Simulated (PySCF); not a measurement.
**Trend along group 15: MH cations**

PBE0 with triple-zeta basis sets in PySCF, for the lowest determinant that a PBE0 search found; no spin–orbit coupling. De refers to high-spin ground-configuration atoms (the charge goes to the atom of lower measured ionisation energy or higher electron affinity, which is not always the lowest computed limit). A positive dipole points towards H; it is taken about the centre of mass and depends on that origin.

```json
{"M": "N", "basis": "def2-TZVPPD", "charged atom": "H+", "state (unpaired electrons)": "quartet (σ ↑, π ↑↑)", "Re (Å)": "1.098", "ωe (cm⁻¹)": "2647", "De (eV)": "3.73", "μ (D)": "1.73"}
{"M": "P", "basis": "def2-TZVPPD", "charged atom": "P+", "state (unpaired electrons)": "doublet (π ↑)", "Re (Å)": "1.434", "ωe (cm⁻¹)": "2370", "De (eV)": "3.47", "μ (D)": "0.89"}
{"M": "As", "basis": "cc-pVTZ-PP/cc-pVTZ", "charged atom": "As+", "state (unpaired electrons)": "doublet (π ↑)", "Re (Å)": "1.535", "ωe (cm⁻¹)": "2187", "De (eV)": "3.07", "μ (D)": "0.75"}
{"M": "Sb", "basis": "cc-pVTZ-PP/cc-pVTZ", "charged atom": "Sb+", "state (unpaired electrons)": "doublet (π ↑)", "Re (Å)": "1.716", "ωe (cm⁻¹)": "1993", "De (eV)": "2.70", "μ (D)": "0.39"}
{"M": "Bi", "basis": "cc-pVTZ-PP/cc-pVTZ", "charged atom": "Bi+", "state (unpaired electrons)": "doublet (π ↑)", "Re (Å)": "1.791", "ωe (cm⁻¹)": "1889", "De (eV)": "n/a", "μ (D)": "0.02"}
```

The shortest bond is that of NH⁺ (1.098 Å), the longest that of BiH⁺ (1.791 Å).

The rows differ in basis set, which adds steps of its own.

The state changes along the series, so neighbouring rows are not always alike in their bonding.

Spin–orbit coupling is left out, which matters for elements this heavy, above all for dissociation energies. For an ion De counts to the pair picked by the measured ionisation energies or electron affinities, which need not be the lowest pair at this level. States were picked by a PBE0 search and need not be the measured ground states.
